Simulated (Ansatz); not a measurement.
## A substitution series on Nb: NH2 to Cl

Gas-phase molecules. On one Nb centre that keeps NH, n of the NH2 ligands are replaced by Cl. The dipole moment y in D at wB97M-V/def2-TZVPP. Shapes: PBE0-D4/def2-TZVP. Flexible molecules stand in one conformer, not always the lowest. Programs: Ansatz 0.2.0.

```
 molecule  n  y (D)
   NbN4H7  0   1.20
 NbN3H5Cl  1   3.08
NbN2H3Cl2  2      ?
  NbNHCl3  3   1.61
```

Problem. Fit y = c + s·n to the known rows and predict NbN2H3Cl2.

Solution. 
1. Means of the 3 rows: n = 1.33333, y = 1.963.
2. Σ(Δn)² = 4.6667, Σ(Δn·Δy) = 0.056667, so the slope is 0.056667/4.6667 = 0.012143.
3. Intercept: 1.963 − (0.012143) × 1.33333 = 1.947. The largest residual of the fit is 1.12.
4. NbN2H3Cl2: 1.947 + (0.012143) × 2 = 1.97 D.

The run gave 3.05 D, so the prediction is off by -1.08 D, within the largest residual. The steps per swap are uneven (+1.88, -0.03, -1.44), so a line is a poor model. Dipoles add as vectors. Other levels give for NbN2H3Cl2: PBE-D4/def2-TZVPP 3.03; r2SCAN-D4/def2-TZVPP 3.08; B3LYP-D4/def2-TZVPP 3.03 D. For atoms past krypton def2 sets carry core potentials with scalar relativity. The series isn't monotonic at this level.
